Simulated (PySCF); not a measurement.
Compound: C6H4S.
SMILES with atom numbers: `[CH:1]#[C:2][C:3](=[C:4]=[S:5])[CH:6]=[CH2:7]` (hydrogens: H8 on C1; H9 on C6; H10, H11 on C7)

Structure optimised with GFN2-xTB, isolated species.

Question: List the bond lengths, angles and torsions at this level.

Answer: 
| bond | length (Å) |
| --- | --- |
| C1≡C2 | 1.200 |
| C2–C3 | 1.418 |
| C3=C4 | 1.319 |
| C4=S5 | 1.552 |
| C3–C6 | 1.458 |
| C6=C7 | 1.328 |
| C1–H8 | 1.049 |
| C6–H9 | 1.081 |
| C7–H10 | 1.077 |
| C7–H11 | 1.076 |

A selection of angles:
| angle | degrees |
| --- | --- |
| C2–C1–H8 | 179.4 |
| C1–C2–C3 | 179.7 |
| C2–C3–C4 | 117.8 |
| C2–C3–C6 | 120.2 |
| C4–C3–C6 | 122.0 |
| C3–C4–S5 | 179.5 |
| C3–C6–C7 | 123.6 |
| C3–C6–H9 | 115.1 |
| C7–C6–H9 | 121.3 |
| C6–C7–H10 | 121.6 |
| C6–C7–H11 | 121.2 |
| H10–C7–H11 | 117.1 |

Torsions: C2–C3–C6–C7 0° (synperiplanar).

The C–C distances run from 1.200 Å (C1≡C2, drawn triple) to 1.458 Å (C3–C6, drawn single), a spread of 0.258 Å. The 7 heavy atoms lie in one plane (0.002 Å rms). Of the pairs four or more bonds apart, C2···H10 is among the closest relative to their van der Waals radii: 2.60 Å, 90 % of the sum of Bondi's values.

Point group: Cs (every atom within 0.08 Å of its image). GFN2-xTB frequencies: not computed here. One conformer, not necessarily the lowest.
